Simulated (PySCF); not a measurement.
Species: Si(SiH3)4.
Z-matrix (Å and degrees, PBE0-D3(BJ)/def2-SVP geometry), rows numbered from 1:
```
Si
Si  1  2.3427
H   2  1.4961  1  109.73
H   2  1.4962  1  110.47  3  -119.99
H   2  1.4957  1  110.12  3   119.79
Si  1  2.3420  2  109.13  3   -55.57
H   6  1.4958  1  110.09  2  -178.21
H   6  1.4961  1  109.81  2    62.09
H   6  1.4957  1  110.55  2   -57.91
Si  1  2.3419  2  110.12  3  -175.90
H  10  1.4956  1  110.24  2   -60.81
H  10  1.4958  1  110.06  2   179.08
H  10  1.4959  1  110.01  2    59.19
Si  1  2.3429  2  109.49  3    62.95
H  14  1.4958  1  109.69  2   -54.43
H  14  1.4958  1  110.13  2  -174.13
H  14  1.4958  1  110.49  2    65.58
```

The computed photoelectron lines, unassigned: Si 1s: 1845.27 (area 1), 1846.09 (area 4) eV; Si 2p3/2: 105.65 (area 1), 106.35 (area 4) eV.

The calculation used delta-SCF UKS SCAN, pcX-2 on the ionised atom, pcseg-1 elsewhere, spin-free X2C in PySCF. Geometry: PBE0-D3(BJ)/def2-SVP; no solvent, vibrations or thermal averaging.

Which silicon gives which Si 1s line?

1845.27 eV: Si1 (silicon bonded to 4 Si); 1846.09 eV: Si2/Si6/Si10/Si14 (silicon bonded to Si and 3 H). Lowest listed Si 1s: Si1, bonded to 4 Si. Highest, 0.82 eV above it: Si2/Si6/Si10/Si14, bonded to 3 H and Si.

Order the silicon atoms by Si 2p3/2 binding energy.

105.65 eV: Si1 (silicon bonded to 4 Si); 106.35 eV: Si2/Si6/Si10/Si14 (silicon bonded to Si and 3 H). Lowest listed Si 2p3/2: Si1, bonded to 4 Si. Highest, 0.70 eV above it: Si2/Si6/Si10/Si14, bonded to 3 H and Si.

Bonded neighbours of each site: Si1: 4 Si; Si2/Si6/Si10/Si14: 3 H and Si.

Which photon energy gives electrons from Si 1s of Si1 a kinetic energy of 100 eV, and what is their de Broglie wavelength?

hν = 1845.27 + 100 = 1945.27 eV, recoil neglected; λ = 12.264 Å/√(E/eV) = 1.23 Å.

The first atom of each set that the bonding makes equivalent was ionised and stands for the set. Spin–orbit coupling isn't in the SCF: each 2p doublet comes from a relaxed spin-free hole plus a matrix of the shell (mean-field spin–orbit coupling and the ground-state 2p splitting), with 2p3/2 averaged over its two sublevels. 2p1/2 minus 2p3/2 (ligand field included): Si 0.62 eV.

Hardware: an Intel Xeon at 2.50 GHz with one thread (shared host). Cost: 81 s wall, 0.72 GiB resident at most.
